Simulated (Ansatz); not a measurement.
`BO[SiH2]C` + H–F → `C[SiH2]F` + `BO` at 400 K and 1 bar (ligand exchange at the Si–O bond).

Calculated with Ansatz (gas phase, PBE0-D4/def2-TZVP geometries, no zero-point term in ΔE). CCSD(T)/CBS adds triple-zeta CCSD(T) − MP2 to the extrapolated MP2 energy (def2 sets, frozen cores). This one scheme is used for every species. Each species was taken in one conformer, which may not be the lowest.

| species | CCSD(T)/CBS energy (Eh) | H − E (kJ/mol) | S (J/(mol·K)) |
| --- | --- | --- | --- |
| `BO[SiH2]C` | -431.39483 | 240.6 | 363.7 |
| H–F | -100.39570 | 36.5 | 182.2 |
| `C[SiH2]F` | -430.00374 | 171.0 | 310.0 |
| `BO` | -101.80414 | 108.2 | 244.0 |

H − E and S are ideal-gas, rigid-rotor, harmonic terms from PBE0-D4/def2-TZVP, for one conformer and one mirror image of each species. 1 Eh = 2625.50 kJ/mol, R = 8.31446 J/(mol·K).

Task: By hand: ΔE, ΔH, ΔS and ΔG.

Result: ΔE = (-430.00374) + (-101.80414) − (-431.39483) − (-100.39570) = -0.01735 Eh = -45.6 kJ/mol. Δ(H − E) = 171.0 + 108.2 − 240.6 − 36.5 = 2.1, so ΔH = -43.5 kJ/mol. ΔS = 310.0 + 244.0 − 363.7 − 182.2 = 8.1 J/(mol·K). ΔG = -43.5 − 400 × (8.1)/1000 = -46.7 kJ/mol.

Task: By hand: the equilibrium constant, and the temperature at which ΔG would vanish if ΔH and ΔS stayed fixed.

Result: log₁₀ K = −ΔG/(RT ln 10) = 6.1. ΔH and −TΔS have one sign here, so there is no such temperature.

The number of gas molecules stays the same, so ΔS is small and ΔH decides. A doubt of 5 kJ/mol in ΔE shifts log₁₀ K by 0.7 here. Other conformers and mirror images would add mixing entropy, several J/(mol·K) or more a flexible species. Modes under 60 cm⁻¹, often nearly free rotors, make the harmonic entropy too high. These are equilibria of isolated gas molecules and say nothing of rates. Largest T1 diagnostic: 0.014 (customary marks: 0.02 for closed shells, 0.045 for open ones).

ΔS is within the doubt of such terms, so its sign, and with it that verdict, could turn.
